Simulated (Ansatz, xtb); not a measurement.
Spectroscopic constants of BN-, multiplicity 2 (lowest of 2S+1 = 2, 4 at CCSD(T)/def2-TZVPP on PBE0 minima; our sources give no spin for the ground state, which may be another). The T1 diagnostic near the minimum is 0.088, so single-reference values are doubtful.

Constants: fifth-degree fit in 1/R to seven points, most abundant isotopes. In def2 and cc sets the state is the lowest found near the PBE0 minimum, followed along R.

The values were computed with Ansatz (an electronic-structure program) with Gaussian orbitals; xtb for the GFN methods. Each number belongs to the level named beside it. The GFN methods have no spin term and hold the electronic entropy of 300 K.

### Question
What bond length and harmonic frequency does GFN2-xTB give?

### Answer
r_e = 1.265 Å, ω_e = 1933 cm⁻¹.

### Question
What bond length and harmonic frequency does PBE/def2-TZVPP give?

### Answer
r_e = 1.287 Å, ω_e = 1673 cm⁻¹.

### Question
What bond length and harmonic frequency does BHLYP/def2-TZVPP give?

### Answer
r_e = 1.257 Å, ω_e = 1822 cm⁻¹.
